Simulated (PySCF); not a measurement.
Dy2O2Cl2 at several levels of theory

Computed with PySCF 2.14.0 (density fitting, no spin-orbit coupling) at the geometry relaxed with BP86:

```xyz
6
Dy2O2Cl2 (singlet in the valence; each metal's 4f electrons, 9 of them, lie in its core potential, out of spins and levels)
Dy    0.0000    0.7672    1.3674
Dy    0.0000   -0.7672   -1.3674
O     1.3384    0.0000    0.0000
O    -1.3384    0.0000    0.0000
Cl    0.0000   -0.4697    3.5647
Cl    0.0000    0.4697   -3.5647
```

```csv
level,basis,state,HOMO (eV),gap (eV),charge on Dy1 (e),population of f-type functions on Dy1 (polarisation alone where 4f lies in the core),dipole about the centre of mass (D),largest force component (eV/Å)
BP86,"Dy lcecp-1-SVP with ECP55, O def2-SVP, Cl def2-SVP",singlet,-6.55,3.85,0.87,0.06,0.00,0.01
CAM-B3LYP,the same,singlet,-9.13,7.61,0.99,0.07,0.00,0.42
TPSSh,the same,singlet,-7.03,4.67,1.02,0.06,0.00,0.17
TPSS,the same,singlet,-6.48,3.89,0.96,0.06,0.00,0.09
BP86,"Dy lcecp-1-TZVP with ECP55, O def2-TZVP, Cl def2-TZVP",singlet,-6.63,3.93,1.28,0.07,0.00,0.11
```

In the lcecp rows the 4f levels are missing from HOMO and gap, and the state counts the valence alone.

Charges are Mulliken's, which hang on the basis. The relaxation used the grid (50, 194), these runs (75, 302) or, all-electron (x2c bases, spin-free X2C Hamiltonian), (99, 590).

Problem. What does B3LYP with Dy lcecp-1-SVP with ECP55, O def2-SVP, Cl def2-SVP give here?

Solution. state singlet, HOMO (eV) -7.54, gap (eV) 5.08, charge on Dy1 (e) 0.97, population of f-type functions on Dy1 (polarisation alone where 4f lies in the core) 0.07, dipole about the centre of mass (D) 0.00, largest force component (eV/Å) 0.12. Time: 10 s on 4 threads of Arm Neoverse N1, with other jobs on the host, from an already converged density.

In the first row's basis the gap widens with exact exchange: 3.8 to 3.9 eV for BP86, TPSS (none); 4.7 to 5.1 eV for TPSSh, B3LYP (a fixed share); 7.6 eV for CAM-B3LYP (rising or full at long range).

An lcecp potential fixes the number of 4f electrons, so in runs with it no electron can move into or out of that shell.
